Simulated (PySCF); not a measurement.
## Computed structure and properties of [GdI2]+

System: [GdI2]+ (singlet in the valence; each metal's 4f electrons, 7 of them, lie in its core potential, out of spins and levels); start: template (C2v). Method: PySCF 2.14.0, RKS PBE0, Gd lcecp-1-SVP with ECP53, I def2-SVP with ECP28; non-relativistic Hamiltonian with scalar-relativistic core potentials where named; density fitting; no spin-orbit coupling.

Input of the relaxation:

```python
mol = gto.M(atom='''
Gd     0.00000     0.00000    -0.74762
I      2.71000    -0.00000     0.46518
I     -2.71000     0.00000     0.46518''',
    basis={'Gd': 'lcecp-1-SVP', 'I': 'def2-SVP'},
    ecp={'Gd': 'lcecp-1-SVP', 'I': 'def2-SVP'},
    charge=1, spin=0)
mf = dft.RKS(mol, xc='PBE0')
mf.grids.atom_grid = (50, 194)  # f atoms: unpruned, at least (60, 302)
mf = mf.density_fit()  # fitting sets: Gd AutoAux, I def2-universal-JKFIT
mf.conv_tol = 1e-08; mf.max_cycle = 55
mf.kernel(dm0)  # dm0: converged density of the start geometry
# quasi-Newton relaxation in Cartesian coordinates to a largest gradient under 0.00045 Eh/bohr, steps kept in the point group
```

Run from Python with OMP_NUM_THREADS=2; the lines above give its settings. Where DIIS fails, smearing, a level shift and second-order steps follow.
It took 33 s on 2 threads of Arm Neoverse V1, with other jobs on the host, from the converged density of the start.

Course of the relaxation:

| step | energy above end (eV) | largest force component within the symmetry (eV/Å) |
| --- | --- | --- |
| 0 | 0.4792 | 1.588 |
| 1 | 0.2042 | 0.955 |
| 2 | 0.0859 | 0.579 |
| 3 | 0.0513 | 0.250 |
| 4 | 0.0170 | 0.294 |
| 5 | 0.0076 | 0.164 |
| 6 | 0.0003 | 0.021 |
| 7 | 0.0000 | 0.012 |
| 8 | 0.0000 | 0.002 |

Relaxed geometry (C2v):

```xyz
3

Gd    0.0000    0.0000   -1.0149
I     2.2283    0.0000    0.5988
I    -2.2283    0.0000    0.5988
```

```
   contact      Å
Gd1–I2 (I)  2.751
Gd1–I3 (I)  2.751
```

On the finer grid (75, 302):

```
HOMO                                                          : -11.85 eV
LUMO                                                          : -7.62 eV
Dipole about the centre of mass                               : 7.64 D
Set of Mulliken populations of Gd1 outside the core potential : s 2.31, p 6.21, d 1.33, f 0.02
D3(BJ) dispersion energy (not in the energies)                : -0.114 eV
```

| atom | Mulliken (e) | Löwdin (e) | spin (e) |
| --- | --- | --- | --- |
| Gd1 | 1.12 | 0.38 | 0.00 |
| I2 | -0.06 | 0.31 | 0.00 |
| I3 | -0.06 | 0.31 | 0.00 |

The 4f levels lie in the core potential and are missing. Their spin isn't counted.

On the grid (50, 194), as all that follows. Harmonic modes: a minimum within the noise of the softest modes; lowest 36 cm⁻¹ (negative: unstable), highest 216 cm⁻¹, zero-point energy 0.028 eV.

Taking off one I (charge -1, singlet; the rest: singlet) in vacuum, both parts rigid, costs 12.58 eV; the small basis without counterpoise inflates it. Most of it is the attraction of opposite charges; other ways to part are cheaper, and one spin state was tried for the rest.

Rigid scan of I along the line from its metal:

```tsv
distance to I2 (Å)	energy (eV)
2.45	0.753
2.55	0.295
2.65	0.064
2.75	0.000
2.85	0.051
2.95	0.184
3.15	0.594
3.45	1.355
3.85	2.343
4.35	3.327
```

One start shape was tried, so this needn't be the lowest isomer.

An lcecp potential fixes the number of 4f electrons, so in runs with it no electron can move into or out of that shell.
